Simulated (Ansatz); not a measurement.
Computed with Ansatz on PBE0-D4/def2-TZVP structures; ΔE is electronic, products minus reactants. CCSD(T)/CBS is the MP2 limit (def2-TZVPP, def2-QZVPP) plus CCSD(T) − MP2 in def2-TZVPP, frozen cores. This one scheme is used for every species. DFT in def2-TZVPP. B3LYP here is the variant with VWN-RPA as its local correlation; programs differ in this. One conformer a species, not always the lowest.

Reaction (redistribution): `C[CH]([SiH3])[AlH][NH2]` + `COBCl` → `C[O][AlH][NH2]` + `CC([SiH3])BCl`

```json
{"level": "PBE-D4", "ΔE (kcal/mol)": "0.3", "difference from CCSD(T)/CBS": "1.8"}
{"level": "r2SCAN-D4", "ΔE (kcal/mol)": "-1.1", "difference from CCSD(T)/CBS": "0.4"}
{"level": "PBE0-D4", "ΔE (kcal/mol)": "-0.4", "difference from CCSD(T)/CBS": "1.1"}
{"level": "B3LYP-D4", "ΔE (kcal/mol)": "-1.2", "difference from CCSD(T)/CBS": "0.3"}
{"level": "ωB97X-V", "ΔE (kcal/mol)": "-1.2", "difference from CCSD(T)/CBS": "0.3"}
{"level": "ωB97M-V", "ΔE (kcal/mol)": "-0.8", "difference from CCSD(T)/CBS": "0.7"}
{"level": "B2PLYP", "ΔE (kcal/mol)": "-1.5", "difference from CCSD(T)/CBS": "0.0"}
{"level": "PBE", "ΔE (kcal/mol)": "0.2", "difference from CCSD(T)/CBS": "1.7"}
{"level": "r2SCAN", "ΔE (kcal/mol)": "-1.2", "difference from CCSD(T)/CBS": "0.3"}
{"level": "PBE0", "ΔE (kcal/mol)": "-0.4", "difference from CCSD(T)/CBS": "1.1"}
{"level": "B3LYP", "ΔE (kcal/mol)": "-1.2", "difference from CCSD(T)/CBS": "0.3"}
{"level": "HF/def2-TZVPP", "ΔE (kcal/mol)": "-2.5", "difference from CCSD(T)/CBS": "-1.0"}
{"level": "MP2/def2-TZVPP", "ΔE (kcal/mol)": "-2.1", "difference from CCSD(T)/CBS": "-0.6"}
{"level": "SCS-MP2/def2-TZVPP", "ΔE (kcal/mol)": "-2.1", "difference from CCSD(T)/CBS": "-0.6"}
{"level": "CCSD/def2-TZVPP", "ΔE (kcal/mol)": "-1.7", "difference from CCSD(T)/CBS": "-0.2"}
{"level": "CCSD(T)/def2-TZVPP", "ΔE (kcal/mol)": "-1.2", "difference from CCSD(T)/CBS": "0.3"}
{"level": "HF/def2-QZVPP", "ΔE (kcal/mol)": "-2.7", "difference from CCSD(T)/CBS": "-1.2"}
{"level": "MP2/def2-QZVPP", "ΔE (kcal/mol)": "-2.3", "difference from CCSD(T)/CBS": "-0.8"}
{"level": "SCS-MP2/def2-QZVPP", "ΔE (kcal/mol)": "-2.3", "difference from CCSD(T)/CBS": "-0.8"}
{"level": "HF/CBS(def2)", "ΔE (kcal/mol)": "-2.7", "difference from CCSD(T)/CBS": "-1.2"}
{"level": "MP2/CBS(def2)", "ΔE (kcal/mol)": "-2.4", "difference from CCSD(T)/CBS": "-0.9"}
{"level": "CCSD/CBS(def2)", "ΔE (kcal/mol)": "-2.0", "difference from CCSD(T)/CBS": "-0.5"}
{"level": "CCSD(T)/CBS", "ΔE (kcal/mol)": "-1.5", "difference from CCSD(T)/CBS": "0"}
```

Largest T1 diagnostic among the species: 0.012.
